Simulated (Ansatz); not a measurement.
Mulliken charges of AlClH₄OSSi (`[SiH3][O][Al]([SH])[Cl]`) from ωB97M-V/def2-TZVPP in Ansatz (PBE0-D4/def2-TZVP geometry).

| atom | x (Å) | y (Å) | z (Å) | charge (e) |
| --- | --- | --- | --- | --- |
| Si1 | -1.749 | -0.033 | 0.068 | 0.262 |
| O2 | -0.123 | 0.038 | -0.001 | -0.309 |
| Al3 | 1.475 | 0.513 | -0.069 | 0.480 |
| S4 | 3.067 | -0.948 | -0.108 | -0.235 |
| Cl5 | 1.980 | 2.531 | -0.117 | -0.214 |
| H6 | -2.345 | 0.813 | -0.999 | -0.036 |
| H7 | -2.188 | -1.439 | -0.124 | -0.040 |
| H8 | -2.221 | 0.447 | 1.393 | -0.038 |
| H9 | 2.193 | -1.969 | -0.062 | 0.129 |

**Question.** By hand: the dipole of these point charges (1 e Å = 4.8032 D).

**Answer.** Σ q r = (-0.317, -0.336, 0.015) e Å, of length 0.462 e Å = 2.22 D.

**Question.** How does the dipole of the full density compare? (An estimate is asked.)

**Answer.** Computed: (-0.183, -0.227, 0.010) e Å, 1.40 D; the point charges give 1.59 times that, at 4° from its direction.

Point charges leave out the atoms' own dipoles, such as those of lone pairs, and Mulliken's split depends on the basis, so the two needn't agree.
